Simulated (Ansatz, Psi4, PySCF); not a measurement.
tungsten atom (W), quintet (typed; the unrestricted solution is spin-contaminated) (core potentials on W). Base run: CAMB3LYP/def2-SVPD run with PySCF.

PySCF was given this input:
```python
from pyscf import gto, scf, dft

mol = gto.M(
    atom='''
W     0.000000    0.000000    0.000000
''',
    basis='def2-svpd',
    ecp={'W': 'def2-svpd'},
    charge=0,
    spin=4,
    verbose=4,
)

mf = dft.UKS(mol)
mf.xc = 'camb3lyp'
mf.kernel()
```

The same geometry, method and basis name were run in Ansatz (a program for electronic structure) and Psi4 and PySCF, at each program's defaults and at the settings that a row names. The base is PySCF at its defaults. Differences at the defaults can come from grids, fitting, cores and function types together. The rows with settings made alike still differ; the cause (another SCF solution, basis table, core potential or functional code) wasn't traced.

| code and settings | ΔE vs base (mEh) | basis functions | E (Eh) | SCF cycles | outcome |
|---|---|---|---|---|---|
| PySCF, defaults (exact integrals, its default grid, spherical functions) | 0.000 | 35 | -66.81936 | 16 | converged |
| Psi4, defaults (density fitting with its default set, its default grid, spherical functions) | -43.183 | 35 | -66.86254 | 21 | another SCF solution |
| Ansatz, defaults (factorised integrals, its default grid, spherical functions) | -43.178 | 35 | -66.86254 | - | another SCF solution |
| PySCF, density fitting with def2-universal-jkfit | -0.004 | 35 | -66.81936 | 15 | converged |
| PySCF, fine grid | 0.000 | 35 | -66.81936 | 19 | converged |
| Psi4, exact integrals, spherical functions, fine grid | -43.183 | 35 | -66.86254 | 24 | another SCF solution |
| Ansatz, high accuracy | -43.183 | 35 | -66.86254 | - | another SCF solution |

A guess, shift, damping, solver or small numerical setting can't move a converged solution much, so rows marked as another SCF solution ended in a different state.

Open shells are given as the SCF converged; they aren't shown to be the lowest states, and a large step between rows can be another state.
